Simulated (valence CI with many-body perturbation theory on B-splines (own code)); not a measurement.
Results of a calculation; reference values are marked as such.
**Level structure of Ta41+**

Method: relativistic CI+MBPT: four valence electrons over a frozen Dirac-Fock core [Ar] 3d10, radial functions for each j: 11 s, 11 p, 9 d, 7 f, 5 g, 2 h, 1 i, with the one-electron correlation potential Σ1, the two-electron term Σ2, the three-electron term Σ3, Breit, model QED; selected CI, second order for the rest (own B-spline code, finite nucleus).

The last digits are not significant, and no measured levels were compared; by estimate large intervals hold to a few tenths of a per cent, small ones and those within an open d or f shell to about a per cent.

Levels 46 to 67 of 67, with energies above the lowest level, (4s^2 4p1/2^2) J=0. "Leading %" is the weight of the configuration and term that name the level; weights of strongly mixed levels are sums over their largest components and can fall short. In the jj column 3d3/2^4 stands for four electrons in 3d with j = 3/2.

```
No.  Configuration  Term  J  E (eV)  Leading %                   Leading jj      g  Second component
 46        4s4p²4d    ³D  1  430.44         31  4s 4p1/2 4p3/2 4d3/2 (84 %)  1.078   18 % 4s4p²4d ¹P
 47        4s²4p4f    ³D  3  431.97         28      4s^2 4p1/2 4f7/2 (60 %)  1.282   21 % 4s4p²4d ⁵P
 48        4s4p²4d    ³G  5  433.31         54  4s 4p1/2 4p3/2 4d5/2 (97 %)  1.287   45 % 4s4p²4d ⁵F
 49        4s²4p4f    ³G  4  433.67         32      4s^2 4p1/2 4f7/2 (74 %)  1.135   22 % 4s²4p4f ³F
 50        4s4p²4d    ³P  2  434.21         37  4s 4p1/2 4p3/2 4d5/2 (88 %)  1.337   16 % 4s4p²4d ⁵D
 51        4s4p²4d    ³D  1  437.60         46  4s 4p1/2 4p3/2 4d5/2 (56 %)  1.052   26 % 4s4p²4d ³P
 52        4s²4p4f    ³G  3  439.73         31  4s 4p1/2 4p3/2 4d3/2 (51 %)  0.889   22 % 4s4p²4d ³G
 53        4s4p²4d    ³D  3  440.89         34  4s 4p1/2 4p3/2 4d5/2 (85 %)  1.249   29 % 4s4p²4d ³F
 54        4s4p²4d    ³P  1  443.54         24  4s 4p1/2 4p3/2 4d3/2 (66 %)  1.134   22 % 4s4p²4d ³D
 55        4s4p²4d    ¹D  2  444.30         30  4s 4p1/2 4p3/2 4d5/2 (75 %)  1.194   12 % 4s4p²4d ³P
 56        4s4p²4d    ³P  0  445.26         81  4s 4p1/2 4p3/2 4d3/2 (80 %)           7 % 4s4p²4d ¹S
 57        4s4p²4d    ³D  3  446.45         51  4s 4p1/2 4p3/2 4d5/2 (79 %)  1.233   26 % 4s4p²4d ³F
 58        4s4p²4d    ¹G  4  447.41         52  4s 4p1/2 4p3/2 4d5/2 (85 %)  1.125   30 % 4s4p²4d ³F
 59        4s4p²4d    ³F  2  451.10         19  4s 4p1/2 4p3/2 4d3/2 (63 %)  0.991    9 % 4s4p²4d ¹D
 60        4s4p²4d    ³D  1  453.59         54  4s 4p1/2 4p3/2 4d5/2 (92 %)  0.785   18 % 4s4p²4d ¹P
 61        4s4p²4d    ³G  4  455.75         35  4s 4p1/2 4p3/2 4d5/2 (72 %)  1.138   33 % 4s4p²4d ³F
 62        4s4p²4d    ³D  3  455.85         23  4s 4p1/2 4p3/2 4d5/2 (74 %)  1.165   17 % 4s4p²4d ³F
 63        4s4p²4d    ³P  1  459.65         36  4s 4p1/2 4p3/2 4d5/2 (94 %)  1.383   28 % 4s4p²4d ³S
 64        4s4p²4d    ³D  2  460.67         47  4s 4p1/2 4p3/2 4d5/2 (90 %)  1.164   20 % 4s4p²4d ¹D
 65        4s4p²4d    ¹S  0  460.92         43  4s 4p1/2 4p3/2 4d5/2 (80 %)          43 % 4s4p²4d ³P
 66        4s4p²4d    ¹F  3  463.31         33  4s 4p1/2 4p3/2 4d5/2 (80 %)  1.085   21 % 4s4p²4d ³F
 67        4s4p²4d    ³P  2  465.33         31  4s 4p1/2 4p3/2 4d5/2 (82 %)  1.113   22 % 4s4p²4d ³F
```

Where two levels of one J and parity lie close, their mixing, g and order are uncertain.
